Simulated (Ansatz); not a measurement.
The same path of ClGaH2 + H3Si (8 atoms, charge 0, multiplicity 2) was run twice with different band settings. Lost on the way: Ga1–Cl2. Made: Cl2–Si5.

Level of theory: Ansatz 0.2.0, UKS PBE0/def2-SVP.

Relaxed end points:

```xyz
8
Properties=species:S:1:pos:R:3
Ga -0.002 0.000 -0.524
Cl -0.004 0.001 1.636
H 1.410 0.000 -1.184
H -1.412 0.000 -1.188
Si 0.005 -0.001 5.485
H -0.767 -1.196 5.941
H 1.421 -0.067 5.957
H -0.651 1.263 5.939
```

```xyz
8
Properties=species:S:1:pos:R:3
Ga -0.001 0.001 -0.814
Cl 0.001 0.000 3.277
H 1.381 0.000 -1.618
H -1.381 0.000 -1.618
Si 0.000 0.000 5.347
H -0.761 -1.185 5.829
H 1.407 -0.066 5.830
H -0.646 1.252 5.829
```

Common settings: spring 5.0 eV/Å²; optimiser quadratic models (default); start path through a guess of the saddle point; force threshold 0.03 eV/Å; iteration limit 60; end points relaxed.

| run | movable images | climbing image |
| --- | --- | --- |
| 1 | 7 | yes |
| 2 | 8 | no |

Problem. What does each run give, and how far can it be trusted?

Solution. Run 1: converged after 10 iterations, highest image 0.606 eV above the first end. A vibrational analysis at the climbing image gives 2 clearly imaginary modes (371i, 326i cm⁻¹): a point of higher order, so a lower path passes nearby.
Run 2: converged after 7 iterations, highest image 0.537 eV above the first end. No image climbed, so the highest image needn't sit at the top of the path.
